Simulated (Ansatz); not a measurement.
One change: `BB(C)O` becomes `BCB(C)O`.

Ansatz, PBE0-D4/def2-TZVP geometries, multiplicity 1. Each molecule was computed in one conformer, which needn't be the lowest.

```tsv
property	`BB(C)O`
HOMO–LUMO gap (PBE/def2-TZVPP) / eV	3.41
HOMO energy (B3LYP/def2-TZVPP) / eV	-7.49
size of the dipole moment (B3LYP/def2-TZVPP) / D	0.97
LUMO energy (B3LYP/def2-TZVPP) / eV	-2.13
HOMO energy (PBE0/def2-TZVPP) / eV	-7.66
zero-point energy (PBE0-D4/def2-TZVP) / kJ/mol	197.5
```

**Question.** What does the change do to each property? (Estimate.)

**Answer.** The calculation gave: 
```tsv
property	`BCB(C)O`	shift
HOMO–LUMO gap (PBE/def2-TZVPP) / eV	4.70	1.29
HOMO energy (B3LYP/def2-TZVPP) / eV	-8.25	-0.76
size of the dipole moment (B3LYP/def2-TZVPP) / D	1.19	0.22
LUMO energy (B3LYP/def2-TZVPP) / eV	-1.68	0.45
HOMO energy (PBE0/def2-TZVPP) / eV	-8.46	-0.80
zero-point energy (PBE0-D4/def2-TZVP) / kJ/mol	272.4	74.9
```

With PBE0 the HOMO falls by 0.80 eV and the LUMO rises by 0.44 eV, so the gap widens by about 1.24 eV. PBE moves the HOMO by -0.82 eV and ωB97M-V by -0.80 eV. The zero-point energy changes by 74.9 kJ/mol with +9 modes. Dipoles are sizes alone; their direction can turn.

B3LYP here is the variant with VWN-RPA as its local correlation; programs differ in this.
